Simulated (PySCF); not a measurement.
Planning a geometry optimisation on `Cc1ccccc1C(=O)[SiH3]`.

Method: PBE0-D3(BJ)/def2-SVP geometry optimisation, gas phase (PySCF 2.14.0). Work: geometry optimisation from a GFN2-xTB start, density fitting. A driver script takes a list of jobs; this job's settings line and coordinates (Å) are shown.

Input:
```
{"job": {"xc": "PBE0", "basis": "def2-SVP", "d3": "d3bj", "grid": 2, "kind": "geom"}, "charge": 0, "multiplicity": 1}
C     -1.076176     2.179975    -0.183897
C     -1.024917     0.690492    -0.080225
C     -2.204104    -0.022090     0.108397
C     -2.213212    -1.402499     0.178501
C     -1.023970    -2.107256     0.073878
C      0.160350    -1.417578    -0.081574
C      0.181313    -0.025056    -0.166461
C      1.486216     0.647854    -0.333576
O      1.598718     1.753549    -0.832704
Si     3.103695    -0.207823     0.277371
H     -0.937727     2.481657    -1.221788
H     -0.275450     2.644252     0.387881
H     -2.035323     2.556863     0.164639
H     -3.134783     0.521582     0.192042
H     -3.146030    -1.929967     0.314295
H     -1.023122    -3.185983     0.119964
H      1.090706    -1.961518    -0.163388
H      3.545929    -1.158072    -0.745312
H      4.086252     0.854841     0.450418
H      2.836484    -0.902545     1.538504
```

Hardware: AMD EPYC 9R45, one thread (shared host). PySCF's memory limit was set to 1600 MB.

The basis has 194 functions.

**Question.** What wall time should be expected on this hardware?

**Answer.** About 2.5 min. The run took 14 energy-and-gradient evaluations and 104 SCF cycles, 11 s an evaluation on average.

**Question.** How much memory does it need at the peak?

**Answer.** About 0.99 GiB. Peak memory is the resident size of the whole Python process, interpreter and libraries included.

Other jobs ran on the host; a repeat could differ by tens of per cent or more.

The run converged: final energy -674.64852 Eh after 13 steps; dipole 2.59 D.
